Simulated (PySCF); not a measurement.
Hf(Cl)4(NH3) (Cl₄H₃HfN), SMILES [Cl][Hf]([Cl])(<-[NH3])([Cl])[Cl], multiplicity 1.

Geometry: PBE-D3(BJ)/def2-SVP. The multiplicity is an assumed one; other spin states were not compared. The def2 effective core potentials stand for the cores of Hf; spin–orbit coupling is left out.

Two levels are set side by side: TDA-PBE/def2-SVPD (PySCF) and TDA-B3LYP/def2-SVPD (PySCF). Vertical, same geometry. The lowest singlet is HOMO→LUMO 50 %, HOMO−1→LUMO+1 50 % with PBE and HOMO−1→LUMO+1 50 %, HOMO→LUMO 49 % with the other functional; states are paired by order. Differences are taken from unrounded values.

```csv
quantity,TDA-B3LYP
lowest singlet excitation (eV),5.33
lowest triplet excitation (TDA) (eV),5.08
```

**Question.** What does TDA-PBE give, and how far is it from TDA-B3LYP? (An estimate is asked for; the answer gives what the named calculation found.)

**Answer.** 
| quantity | TDA-PBE | TDA-PBE minus TDA-B3LYP |
|---|---|---|
| lowest singlet excitation (eV) | 4.82 | -0.51 |
| lowest triplet excitation (TDA) (eV) | 4.63 | -0.46 |

A lower first singlet is the usual sign of a functional without exact exchange. Differences between two approximate levels are no errors against the true value.

Rough cost on one machine, each run with all the roots and properties that it gave: TDA-B3LYP against TDA-PBE about 3 times.
